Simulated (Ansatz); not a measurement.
`C[Si](C)(F)P` + HCl → `C[Si](C)(P)Cl` + H–F at 500 K and 1 bar (ligand exchange at the Si–F bond).

Program: Ansatz. Geometries: PBE0-D4/def2-TZVP. ΔE: electronic, gas phase. CCSD(T)/CBS is the MP2 limit (def2-TZVPP, def2-QZVPP) plus CCSD(T) − MP2 in def2-TZVPP, frozen cores. This one scheme is used for every species. One conformer a species, not always the lowest.

```
        species  CCSD(T)/CBS energy (Eh)  H − E (kJ/mol)  S (J/(mol·K))
 `C[Si](C)(F)P`               -810.83224           305.8          456.2
            HCl               -460.38127            32.5          201.9
`C[Si](C)(P)Cl`              -1170.80528           304.5          467.9
            H–F               -100.39570            39.4          188.7
```

H − E and S are ideal-gas, rigid-rotor, harmonic terms from PBE0-D4/def2-TZVP, for one conformer and one mirror image of each species. 1 Eh = 2625.50 kJ/mol, R = 8.31446 J/(mol·K).

By hand: ΔE, ΔH, ΔS and ΔG.

ΔE = (-1170.80528) + (-100.39570) − (-810.83224) − (-460.38127) = 0.01253 Eh = 32.9 kJ/mol. Δ(H − E) = 304.5 + 39.4 − 305.8 − 32.5 = 5.6, so ΔH = 38.5 kJ/mol. ΔS = 467.9 + 188.7 − 456.2 − 201.9 = -1.5 J/(mol·K). ΔG = 38.5 − 500 × (-1.5)/1000 = 39.2 kJ/mol.

By hand: the equilibrium constant, and the temperature at which ΔG would vanish if ΔH and ΔS stayed fixed.

log₁₀ K = −ΔG/(RT ln 10) = -4.1. ΔH and −TΔS have one sign here, so there is no such temperature. One of them is within its doubt of zero, so this could turn.

The number of gas molecules stays the same, so ΔS is small and ΔH decides. A doubt of 5 kJ/mol in ΔE shifts log₁₀ K by 0.5 here. Other conformers and mirror images would add mixing entropy, several J/(mol·K) or more a flexible species. These are equilibria of isolated gas molecules and say nothing of rates. Largest T1 diagnostic: 0.012 (customary marks: 0.02 for closed shells, 0.045 for open ones).
